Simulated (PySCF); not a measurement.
## A search over the determinants of InPb⁺

Unrestricted PBE0; basis In def2-SVP with ECP28, Pb def2-SVP with ECP60; scalar-relativistic core potentials; PySCF 2.14. Outer shells of the fragments: In+ 4d10 5s2; Pb 5d10 6s2 6p2.

Followed along the bond (rough minima from three points):

```json
{"2Ms+1": "3", "unpaired": "σ ↑, π ↑", "⟨S²⟩ at the start": "2.01", "R at minimum (Å)": "3.32", "Te (eV)": "0.00"}
{"2Ms+1": "1", "unpaired": "σ ↑, π ↓", "⟨S²⟩ at the start": "1.01", "R at minimum (Å)": "3.31", "Te (eV)": "0.22"}
{"2Ms+1": "1", "unpaired": "none", "⟨S²⟩ at the start": "0.00", "R at minimum (Å)": "3.51", "Te (eV)": "0.41"}
{"2Ms+1": "3", "unpaired": "π ↑↑", "⟨S²⟩ at the start": "2.00", "R at minimum (Å)": "2.96", "Te (eV)": "0.53"}
{"2Ms+1": "1", "unpaired": "π ↑↓", "⟨S²⟩ at the start": "1.00", "R at minimum (Å)": "2.96", "Te (eV)": "0.76"}
```

Solutions found at the starting distance of 2.885 Å, counted from the lowest of them; the search is not exhaustive and high or unbound solutions are not listed, so other states can lie among these:

```tsv
2Ms+1	unpaired	term	E (eV)	⟨S²⟩	⟨Lz²⟩	μ (D)
3	σ ↑, π ↑	³Π	0.00	2.01	1.00	-2.10
1	σ ↑, π ↓	mixed	0.20	1.01	1.00	-2.07
3	π ↑↑	³Σ⁻	0.32	2.00	0.00	-3.63
1	π ↑↓	mixed	0.55	1.00	2.01	-3.43
1	none	¹Σ⁺	0.83	0.00	0.00	0.01
1	none	mixed	1.12	0.00	2.00	-2.95
3	π ↑↑	mixed	2.47	2.01	2.01	0.30
3	σ ↑↑, π ↑↓	mixed	4.37	3.01	2.01	-3.20
3	σ ↑↑	³Σ⁺	4.66	2.00	0.00	1.35
3	σ ↑↑	mixed	4.79	2.33	2.00	-2.63
3	σ ↑↑↑, π ↓	mixed	8.50	3.00	1.00	-3.06
```

A term symbol is given only where ⟨S²⟩ and ⟨Lz²⟩ are close to those of a pure state; real π, δ and φ orbitals otherwise mix terms. A positive dipole points towards Pb; it is taken about the centre of mass and depends on that origin.

These are scalar-relativistic numbers at best; spin–orbit coupling would shift them, the dissociation energy most.
